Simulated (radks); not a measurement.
Values are calculated unless marked as measured or tabulated.
Spherical quantum dot in the effective-mass picture: electrons in a parabolic well V = omega^2 r^2 / 2 with omega = 2.33, all in effective atomic units (hartree* = m*/eps^2 hartree, bohr* = eps/m* bohr), one dielectric constant everywhere. Level of theory: non-relativistic Kohn-Sham, LDA (Slater exchange, Perdew-Wang correlation), spin-polarised, spherical densities (a radial shooting solver with Libxc functionals). Levels are named by radial order and angular momentum (1s, 1p, 1d, 2s, ...), and open shells are averaged over m. Results are scaled to m* = 0.029 and eps = 7.3, for which hartree* = 14.81 meV and bohr* = 13.32 nm.

N = 2, configuration 1s2. This is the lowest configuration that the search found. Occupied and some empty levels:

| level | occupation | eigenvalue (meV) | <r> (nm) |
|---|---|---|---|
| 1s | 2 | 75.527 | 10.34 |
| 1p | 0 | 106.99 | 13.55 |
| 1d | 0 | 139.49 | 16.10 |
| 2s | 0 | 141.13 | 14.98 |

Energy (meV): total 121.844, kinetic 47.252, external 56.734, Hartree 34.331, exchange-correlation -16.472.

Electron density:

| r (nm) | n(r) (e/nm^3) |
|---|---|
| 1.57 | 0.0004364 |
| 3.26 | 0.0003989 |
| 4.95 | 0.0003419 |
| 6.63 | 0.0002744 |
| 8.32 | 0.0002056 |
| 10.0 | 0.0001437 |
| 11.7 | 0.00009340 |
| 13.4 | 0.00005631 |
| 15.1 | 0.00003163 |
| 16.8 | 0.00001639 |
| 18.4 | 7.872e-06 |
| 20.1 | 3.526e-06 |
| 21.8 | 1.453e-06 |
